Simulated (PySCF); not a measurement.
C4H10SSi.
Geometry (PBE0-D3(BJ)/def2-SVP, Å), atoms numbered from 1 in this order:
```
atom  x, y, z in Å
C1     2.6756    0.3611   -0.0478
S2     1.5695   -1.0495   -0.2490
C3    -0.0184   -0.1883   -0.4203
C4    -1.1916   -1.1742   -0.6310
Si5   -2.2711    0.1001    0.2688
C6    -0.5259    0.6206    0.8007
H7     3.6893   -0.0400    0.0900
H8     2.6731    1.0067   -0.9396
H9     2.4110    0.9570    0.8387
H10    0.0514    0.4813   -1.2955
H11   -1.0587   -2.0654    0.0060
H12   -1.3731   -1.5001   -1.6636
H13   -3.2495   -0.3615    1.3007
H14   -2.9463    1.0737   -0.6429
H15   -0.2444    0.1072    1.7353
H16   -0.2125    1.6716    0.8590
```

Level: PBE0/def2-SVPD in PySCF, non-relativistic, on one gas-phase PBE0-D3(BJ)/def2-SVP geometry that isn't relaxed in the solvent. The solvent is an IEF-PCM continuum (van der Waals radii × 1.2), and excitations are vertical TDDFT with non-equilibrium linear response and a frozen core. The model holds no explicit solvent molecules, cavitation or dispersion.

Gas-phase singlets (H = HOMO, L = LUMO):

```csv
state,E (eV),λ (nm),f,leading configurations
S1,5.125,242,0.004,"H→L 76%, H→L+2 10%"
S2,5.737,216,0.021,"H→L+1 80%, H→L 12%"
S3,5.859,212,0.009,"H→L+2 87%, H→L 10%"
S4,6.299,197,0.026,"H→L+3 44%, H→L+4 33%"
S5,6.430,193,0.014,"H→L+5 47%, H→L+4 45%"
```

**Question.** How does the list change in acetone (ε = 20.49)?

**Answer.** 
| state | E (eV) | λ (nm) | f | leading configurations | change by rank (eV) |
| --- | --- | --- | --- | --- | --- |
| S1 | 5.268 | 235 | 0.005 | H→L 78%, H→L+1 12% | +0.143 |
| S2 | 5.979 | 207 | 0.047 | H→L+1 61%, H→L+2 20% | +0.242 |
| S3 | 6.053 | 205 | 0.022 | H→L+2 66%, H→L+1 17% | +0.194 |
| S4 | 6.359 | 195 | 0.024 | H→L+3 66%, H→L+4 20% | +0.060 |
| S5 | 6.633 | 187 | 0.033 | H→L+5 77%, H→L+4 14% | +0.203 |

**Question.** The ground-state energy changes by -0.142 eV from gas to acetone. By how much does the total energy of gas-phase S1 change?

**Answer.** E(S1) = E(S0) + excitation energy, so it changes by -0.142 + 0.143 = +0.001 eV: it isn't lowered at all, while the ground state is. This is the vertical state, with the slow part of the continuum still set for S0.

**Question.** How do the frontier levels move from gas to acetone?

**Answer.** 
| orbital | gas (eV) | solvent (eV) | change (eV) |
| --- | --- | --- | --- |
| LUMO+2 | 0.70 | 0.82 | +0.12 |
| LUMO+1 | 0.53 | 0.65 | +0.12 |
| LUMO | 0.10 | 0.20 | +0.10 |
| HOMO | -6.26 | -6.39 | -0.13 |
| HOMO-1 | -8.06 | -7.99 | +0.07 |
| HOMO-2 | -8.44 | -8.30 | +0.14 |
| HOMO-3 | -8.97 | -8.92 | +0.05 |

The HOMO–LUMO gap goes from 6.36 to 6.60 eV.

Hardware: one thread of an Arm Neoverse V2, no GPU, shared host. Cost: 33 s, 0.92 GiB resident at most. This is the whole response run at PBE0/def2-SVPD in acetone, SCF included.
